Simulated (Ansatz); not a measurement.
Geometry optimisation, UKS PBE/def2-SVP (Ansatz).

Input:

```yaml
crystal:
  periodic: [false, false, false]
  atoms:
    - { symbol: Sn, position_ang: [-0.02181, -0.018023, -0.083421] }
    - { symbol: Cl, position_ang: [-0.020257, -0.024588, 2.317383] }
    - { symbol: O, position_ang: [1.826773, 0.011083, -0.809496] }
    - { symbol: H, position_ang: [2.204894, -0.888237, -0.7107] }
    - { symbol: O, position_ang: [-0.882768, 1.626806, -0.793166] }
    - { symbol: H, position_ang: [-1.848322, 1.460324, -0.841618] }
    - { symbol: O, position_ang: [-1.004385, -1.663887, -0.660723] }
    - { symbol: H, position_ang: [-1.329239, -2.125812, 0.138838] }
    - { symbol: O, position_ang: [-0.000565, -0.002371, 5.105079] }
    - { symbol: H, position_ang: [-0.53102, -0.824895, 4.952122] }
magnetization:
  spin_polarized: true
  initial_magnetization: 1
basis:
  gaussian: { orbitals: def2-SVP }
hamiltonian:
  xc: pbe
relax:
  f_tol: 0.03
  max_steps: 50
output:
  orbitals: {}
```

Launched with:

```bash
$ ansatz run input.yaml --threads 4 --pin off --max-ram 5120MiB --backend cpu --events-out ev --progress --plain --runs-dir out
```

**Question.** Where does it end, and by what steps?

**Answer.** The run converged. The force dipped under the threshold on the way, but the program's further checks kept it going. After 35 steps the energy has fallen by 1.113 eV; O9 moved furthest, 2.69 Å. Joined: Sn1–O9 (5.19 → 2.21 Å).

| step | energy less start (eV) | largest force component (eV/Å) | accepted |
| --- | --- | --- | --- |
| 0 | 0.0000 | 0.232 | yes |
| 2 | -0.0119 | 0.137 | yes |
| 4 | -0.0176 | 0.249 | yes |
| 6 | -0.0354 | 0.488 | yes |
| 8 | -0.0481 | 0.673 | yes |
| 10 | -0.0595 | 0.333 | yes |
| 12 | -0.0730 | 0.462 | yes |
| 14 | -0.0955 | 0.891 | yes |
| 16 | -0.1689 | 0.826 | yes |
| 18 | -0.2789 | 0.358 | yes |
| 20 | -0.4556 | 0.434 | yes |
| 22 | -0.7795 | 0.553 | yes |
| 24 | -0.9151 | 1.661 | yes |
| 26 | -1.0243 | 0.434 | yes |
| 28 | -1.0911 | 0.163 | yes |
| 30 | -1.1011 | 0.062 | yes |
| 32 | -1.1099 | 0.028 | yes |
| 34 | -1.1115 | 0.204 | yes |
| 35 | -1.1129 | 0.020 | yes |

```xyz
10
Properties=species:S:1:pos:R:3
Sn -0.040 -0.241 0.677
Cl 1.456 -0.045 2.701
O 1.327 -0.800 -0.678
H 1.666 0.005 -1.119
O -0.673 1.490 -0.092
H -1.242 1.915 0.582
O -1.130 -1.911 0.805
H -0.809 -2.532 0.120
O -0.979 0.277 2.615
H -1.183 -0.608 3.004
```

Whether the end is a true minimum wasn't checked by a vibrational analysis.

The run took 2.2 min on 4 threads of Arm Neoverse V2, on a shared host, peak memory 0.3 GiB.
